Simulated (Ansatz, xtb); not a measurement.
System: PbCl2, charge 1, multiplicity 2. 
Structure (B3LYP-D3(BJ)/def2-TZVP (Ansatz, a program for electronic structure) minimum search):
```xyz
3

Pb    -0.0012     0.0064     0.6375
Cl     0.8909     1.0163    -1.5461
Cl    -0.8852    -1.0471    -1.5287
```
Charge +1, spin multiplicity 2.

Harmonic wavenumbers from GFN2-xTB (xtb, at its own minimum), cm⁻¹: 141, 199, 266.

Task: Give the harmonic wavenumbers at B3LYP-D3(BJ)/def2-TZVP (Ansatz, finite differences of forces, unscaled).

Result: 175, 208, 304 cm⁻¹. Zero-point energy 1.0 kcal/mol.

Task: From these and the geometry, give the ideal-gas thermochemistry at 298.15 K and 1 atm (rigid rotor, harmonic oscillator).

Result: Point group C2v, rotational symmetry number 2. Rotational constants 3.847, 2.022, 1.325 GHz. S(trans) 42.77, S(rot) 26.46, S(vib) 5.84, S(elec, spin only) 1.38, S 76.4 cal/(mol K). H(298) - H(0) 3.35 kcal/mol; G - E(el) -18.5 kcal/mol.
